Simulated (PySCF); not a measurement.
# C₆ coefficients of unlike pairs at TPSS

Calculated with PySCF 2.14 from the dipole response of each species, C₆(A,B) = (3/π) ∫ α_A(iu) α_B(iu) du, in atomic units, from isotropic polarisabilities. For ions this is the dispersion term alone; charge-induced terms of lower order in 1/R come first.

| species | configuration | basis | relativity | α (bohr³) | C₆ (like pair) |
| --- | --- | --- | --- | --- | --- |
| P⁺ | [Ne] 3s2 3p2 (3P) | dyall-acv3z (19s12p6d4f) | none | 14.43 | 75.21 |
| Bi²⁺ | [Xe] 4f14 5d10 6s2 6p1 (2P) | def2-QZVPPD with the def2 core potential (60 electrons) (8s6p5d4f1g) | core potential | 16.22 | 121.4 |
| Ca⁺ | [Ar] 4s1 (2S) | dyall-av2z (17s13p4d) | none | 96.13 | 756.4 |

Q: Estimate C₆ for Bi²⁺ with P⁺.

A: The integral gives 93.75. The combination rule 2 C_A C_B / (C_A α_B/α_A + C_B α_A/α_B) gives 94.84 and the geometric mean 95.55.

No spin-orbit coupling is included.

The other pairs:

| pair | C₆ |
| --- | --- |
| Ca⁺, P⁺ | 194.3 |
| Ca⁺, Bi²⁺ | 229.7 |
